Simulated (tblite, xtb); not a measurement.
CsI, singlet, geometry from GFN2-xTB (such geometries of metal compounds can be far from the true shape). Base run: xtb with GFN1-xTB.

Geometry (Å):
```xyz
2

Cs     0.0000     0.0000    -1.6395
I      0.0000     0.0000     1.7014
```
Charge 0, spin multiplicity 1.
All else is at xtb's defaults.
Base energy -4.24877 Eh.

Programs used: tblite, xtb; a row that names a program was run with it.

The base run was repeated with changes; each row names its change, and settings that it needs were set with it.

```tsv
change	ΔE vs base (kcal/mol)	HOMO-LUMO gap (eV)	dipole (D)	G_solv (kcal/mol)	SCF cycles
base	0.000	1.30	9.17	-	42
program = tblite; method = gfn1; option = (--guess, eeq)	0.000	-	-	-	-
etemp = 3000	-2.01	1.62	7.81	-	38
alpb = acetonitrile	-21.40	1.43	9.68	-21.71	31
acc = 0.0001	0.000	1.30	9.17	-	44
gbsa = water	-16.37	1.56	10.09	-17.43	35
file = coord	0.000	1.30	9.17	-	42
acc = 0.1	0.000	1.30	9.17	-	44
alpb = thf	-13.02	1.40	9.54	-13.18	25
etemp = 1000	-0.005	1.30	9.16	-	42
acc = 1000	0.050	1.35	9.38	-	33
```

ALPB and GBSA are two models with their own fitted parameters for each solvent, which aren't always the measured dielectric constant.
